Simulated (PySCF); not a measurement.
Structure with atom numbers: `[CH3:1]/[CH:2]=[CH:3]\[CH:4]=[CH:5]/[CH2:6][SiH3:7]`; H(Xn) means a hydrogen on atom n.

- PBE0/pcSseg-1 with gauge-including orbitals
- GFN2-xTB structure
- code: PySCF 2.14
- averaged over atoms made equivalent by symmetry, fast rotation or ring inversion, non-relativistic, single conformer, in vacuum

Predict the 2D correlation tables (HSQC, COSY, HMBC).

## Answers



HSQC (one-bond C–H):
```csv
δH,δC
6.53 (H(C3)),129.6 (C3)
6.52 (H(C4)),128.2 (C4)
5.90 (H(C5)),135.1 (C5)
5.80 (H(C2)),134.5 (C2)
1.98 (H(C6)),13.3 (C6)
1.94 (H(C1)),16.6 (C1)
```

COSY cross peaks (H two or three bonds apart, from the bond graph; peaks can be absent where the dihedral angle is near 90°):
```csv
δH,δH
6.53 (H(C3)),6.52 (H(C4))
6.53 (H(C3)),5.80 (H(C2))
6.52 (H(C4)),5.90 (H(C5))
5.90 (H(C5)),1.98 (H(C6))
5.80 (H(C2)),1.94 (H(C1))
3.82 (H(Si7)),1.98 (H(C6))
```

HMBC (two and three bonds, from the bond graph):
```csv
δH,δC
6.53 (H(C3)),"135.1 (C5), 134.5 (C2), 128.2 (C4), 16.6 (C1)"
6.52 (H(C4)),"135.1 (C5), 134.5 (C2), 129.6 (C3), 13.3 (C6)"
5.90 (H(C5)),"129.6 (C3), 128.2 (C4), 13.3 (C6)"
5.80 (H(C2)),"129.6 (C3), 128.2 (C4), 16.6 (C1)"
3.82 (H(Si7)),"135.1 (C5), 13.3 (C6)"
1.98 (H(C6)),"135.1 (C5), 128.2 (C4)"
1.94 (H(C1)),"134.5 (C2), 129.6 (C3)"
```

Scale: TMS for 1H (31.72 ppm) and 13C (186.93 ppm) (reference shieldings calculated alike).

Short H···H contacts in this conformer between protons four or more bonds apart (candidates for NOE cross peaks, intensity ∝ r⁻⁶): H(C1)···H(C4) 2.09 Å, H(C3)···H(C6) 2.15 Å.

Shifts are as computed. Against solution values, carbons near 30 ppm lie about +3 ppm off and those near 130 ppm about +5 ppm. Of 1211 compounds with measured shifts, 218 miss one by over three times the rms of a fit or turn the order of signals round; such compounds aren't used in these exercises.
